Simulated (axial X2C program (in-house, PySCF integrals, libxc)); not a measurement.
**Spin–orbit effects down a group: molecules with Rh (ions), PBE0**

Calculated with an in-house relativistic program for diatomic molecules, spin-free (one-electron X2C) or two-component (2c: spin–orbit coupling with atomic mean-field Coulomb and Gaunt terms, which also bring small scalar terms), in Dyall basis sets with cores contracted in-house; open shells are unrestricted.

Basis sets: C dyall-v3z, Ge dyall-v3z, Rh dyall-cv3z, Rh dyall-v3z, Si dyall-v3z, Sn dyall-v3z.

| molecule | spin-free state | Re (Å) | ωe (cm⁻¹) | De (eV) | 2c state | Re 2c (Å) | ωe 2c (cm⁻¹) | De 2c (eV) |
| --- | --- | --- | --- | --- | --- | --- | --- | --- |
| RhC⁺ | M_S = 0, Λ = 0 | 1.562 | 1205.8 | 5.99 | Ω = 0 | 1.562 | 1204.4 | n/a |
| RhSi⁺ | M_S = 0, Λ = 0 | 2.014 | 557.6 | 4.36 | Ω = 0 | 2.015 | 555.6 | n/a |
| RhGe⁺ | M_S = 0, Λ = 0 | 2.117 | 376.9 | 3.88 | Ω = 0 | 2.119 | 373.9 | n/a |
| RhSn⁺ | M_S = 1, Λ = 2 | 2.443 | 237.3 | 3.24 | Ω = 3 | 2.448 | 233.2 | n/a |

Fragments in 2c: Rh+ + C, Rh+ + Si, Rh+ + Ge, Sn+ + Rh. Each entry is the lowest single determinant of a limited PBE0 search at one distance. De goes to single-determinant-based atoms at the same level (for ions the charge split of lowest energy) and is withheld (n/a) where an atom does not fit its ground term or J level. Main or longest-lived isotopes. One determinant is a doubtful description, or other states lie close, for RhGe⁺, RhSn⁺; these need not be ground states, and all values refer to the states named. With several unpaired electrons the Ω given is that of one determinant, not necessarily of the lowest component. The functionals have no current term, which raises determinants with orbital currents.
